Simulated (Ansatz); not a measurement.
`F[SiH2]S[SiH2]F`. The species carries charge 0 and has multiplicity 1.

Z-matrix (Å, degrees):
```
Si
S 1 2.124
F 1 1.595 2 110.6
H 1 1.479 2 110.7 3 -118.8
H 1 1.477 2 107.2 3 117.5
Si 2 2.124 1 97.9 3 85.7
F 6 1.595 2 110.6 1 85.8
H 6 1.479 2 110.7 1 -32.9
H 6 1.477 2 107.2 1 -156.7
```

Question: What are the harmonic wavenumbers in cm⁻¹ at PBE0-D4/def2-TZVP (Ansatz, finite differences of forces, unscaled)? (An estimate is asked.)

Answer: Ansatz gave: 39, 49, 131, 231, 251, 503, 516, 579, 656, 740, 757, 869, 873, 885, 926, 949, 955, 2254, 2260, 2275, 2278.

Question: Is this a minimum?

Answer: Yes, all 21 modes are real.

Question: Give the ideal-gas thermochemistry at 298.15 K and 1 bar (rigid rotor, harmonic oscillator; point group C2, symmetry number 2).

Answer: Zero-point energy 113.5 kJ/mol; H(298) − E = 135.5 kJ/mol; entropy 366.1 J/(mol·K), of which translation 169.6, rotation 112.3, vibration 84.2; G(298) − E = 26.4 kJ/mol. Modes under 100 cm⁻¹ are hindered rotations or soft bends, so the harmonic entropy is rough.
